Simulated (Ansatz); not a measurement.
Computed with Ansatz on PBE0-D4/def2-TZVP structures; ΔE is electronic, products minus reactants. CBS: MP2 limit from def2 TZ/QZ plus the TZ coupled-cluster correction, frozen cores. Functionals use def2-TZVPP. For Se outer-core shells are correlated without core-valence functions, which leaves a few kJ/mol of doubt a bond. Scalar relativity is left out up to krypton. Each species was taken in one conformer, which may not be the lowest.

`[AlH2]/[N]=C\[SeH]` + `B1CO1` → `[SeH]C1BO1` + `C=[N][AlH2]`  (formal exchange of groups at the Se–C bond)

`[AlH2]/[N]=C\[SeH]`:

Cartesian coordinates in Å:
```
Al 1.466 1.308 0.551
N 0.340 0.029 0.143
C -0.488 -0.833 -0.161
Se -2.216 -0.423 -0.921
H 1.390 1.901 2.012
H 2.489 1.756 -0.566
H -0.342 -1.913 -0.037
H -2.639 -1.826 -1.021
```

`B1CO1`:

```xyz
6

B    -0.512   -0.689    0.136
C     0.493    0.395   -0.174
O    -0.841    0.546    0.495
H    -0.994   -1.768    0.195
H     0.534    0.890   -1.140
H     1.321    0.627    0.489
```

`[SeH]C1BO1`:

```xyz
7

Se   -1.343   -1.130    0.805
C    -0.125    0.319    0.539
B     0.775    0.492   -0.658
O     1.339   -0.019    0.430
H    -1.427   -1.524   -0.609
H    -0.298    1.107    1.264
H     1.079    0.755   -1.771
```

`C=[N][AlH2]`:

```xyz
7

C    -1.016    0.000   -1.098
N    -0.174    0.000   -0.186
Al    1.015    0.000    1.097
H    -2.081    0.216   -0.920
H    -0.754   -0.216   -2.145
H     1.745    1.367    1.405
H     1.266   -1.367    1.848
```

| level | ΔE (kJ/mol) | difference from CCSD(T)/CBS |
| --- | --- | --- |
| revPBE-D4 | 38.1 | 8.4 |
| CAM-B3LYP-D4 | 33.2 | 3.5 |
| ωB97X-V | 29.4 | -0.3 |
| B2PLYP | 34.8 | 5.1 |
| revPBE | 38.1 | 8.4 |
| BLYP | 38.4 | 8.7 |
| r2SCAN | 39.4 | 9.7 |
| r2SCANh | 38.4 | 8.7 |
| CAM-B3LYP | 32.9 | 3.2 |
| LC-ωPBE | 29.8 | 0.1 |
| HF/def2-TZVPP | 30.1 | 0.4 |
| MP2/def2-TZVPP | 32.7 | 3.0 |
| CCSD/def2-TZVPP | 28.7 | -1.0 |
| CCSD(T)/def2-TZVPP | 29.6 | -0.1 |
| SCS-MP2/def2-QZVPP | 30.2 | 0.5 |
| CCSD/CBS(def2) | 28.9 | -0.8 |
| CCSD(T)/CBS | 29.7 | 0 |

Largest T1 diagnostic among the species: 0.016.

From BLYP to BHLYP (50 % exact exchange), in def2-TZVPP and without D4, ΔE moves by −4.7 kJ/mol. Leaving LDA and LC-ωPBE aside and taking each functional with its dispersion term where it has one, the values, not all of them listed here, spread over 10.1 kJ/mol, from ωB97X-V to r2SCAN-D4.
